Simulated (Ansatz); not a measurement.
H$_{2}$BO$_{2}$, doublet, at a GFN2-xTB geometry; CCSD(T)/cc-pVDZ run with Ansatz (a first-principles code).

Here is a job for Ansatz.
Ansatz 0.2 input:
```yaml
crystal:
  periodic: [false, false, false]
  atoms:
    - {symbol: O, position_ang: [1.13377266, 0.12435186, -0.36781878]}
    - {symbol: B, position_ang: [-0.03360281, -0.52188624, -0.20573049]}
    - {symbol: O, position_ang: [-1.12795819, -0.03404720, 0.40341739]}
    - {symbol: H, position_ang: [1.22824605, 1.02526193, -0.02617740]}
    - {symbol: H, position_ang: [-1.10674775, 0.86173194, 0.77004098]}
basis:
  gaussian:
    orbitals: cc-pVDZ
magnetization: {spin_polarized: true, initial_magnetization: 1}
correlation: {method: ccsd_t, electrons: outside_noble_gas}
accuracy: high
```

Question: Predict the main parts of the log of this Ansatz run.

Answer: 
```
Functional definition: HF
1119 factors; integrals over basis functions are off by at most 3.5e-9 eV
mean field evaluation 1: about -4775.4026 eV, gradient 2.8e1 eV
mean field evaluation 2: about -4775.4765 eV, gradient 2.8e1 eV
mean field evaluation 4: about -4778.8246 eV, gradient 2.6e0 eV
mean field evaluation 8: about -4778.9337 eV, gradient 3.3e-1 eV
mean field evaluation 16: about -4778.9355 eV, gradient 1.2e-6 eV
mean field -4778.93549272 eV, -175.6226400787 hartree, gradient 2.8e-8 eV, S^2 0.753205; 0 other end points of the search recorded, 0 dependent functions left out
3 core orbitals not correlated
reference -4778.93549272 eV, -175.6226400787 hartree; 9, 8 occupied and 40, 41 virtual orbitals, 1119 factors
second order -11.83325571 eV of doubles, -0.00000000 eV of singles
cycle   1  -11.89461210 eV  change   -6.1e-2 eV  update   7.7e-2
cycle   2  -12.15817882 eV  change   -2.6e-1 eV  update   2.3e-2
cycle   3  -12.23826606 eV  change   -8.0e-2 eV  update   1.4e-2
cycle   4  -12.23207671 eV  change    6.2e-3 eV  update   3.7e-3
cycle   5  -12.23038424 eV  change    1.7e-3 eV  update   1.5e-3
cycle   6  -12.23064826 eV  change   -2.6e-4 eV  update   5.2e-4
cycle   7  -12.23065108 eV  change   -2.8e-6 eV  update   2.0e-4
cycle   8  -12.23067712 eV  change   -2.6e-5 eV  update   7.3e-5
cycle   9  -12.23069469 eV  change   -1.8e-5 eV  update   2.3e-5
cycle  10  -12.23069020 eV  change    4.5e-6 eV  update   7.1e-6
cycle  11  -12.23069627 eV  change   -6.1e-6 eV  update   2.9e-6
cycle  12  -12.23069645 eV  change   -1.8e-7 eV  update   1.1e-6
cycle  13  -12.23069667 eV  change   -2.3e-7 eV  update   4.3e-7
cycle  14  -12.23069652 eV  change    1.6e-7 eV  update   1.4e-7
cycle  15  -12.23069646 eV  change    5.5e-8 eV  update   5.5e-8
cycle  16  -12.23069642 eV  change    4.0e-8 eV  update   2.7e-8
cycle  17  -12.23069637 eV  change    4.8e-8 eV  update   7.8e-8
cycle  18  -12.23069637 eV  change    3.3e-9 eV  update   2.1e-8
cycle  19  -12.23069637 eV  change    4.3e-9 eV  update   6.0e-9
cycle  20  -12.23069637 eV  change   -1.7e-9 eV  update   2.4e-9
cycle  21  -12.23069637 eV  change  -9.5e-11 eV  update  8.3e-10
perturbative correction -0.28430445 eV, -0.0104479957 hartree
Total energy: -4791.45049354 eV, -176.0825578757 hartree
```
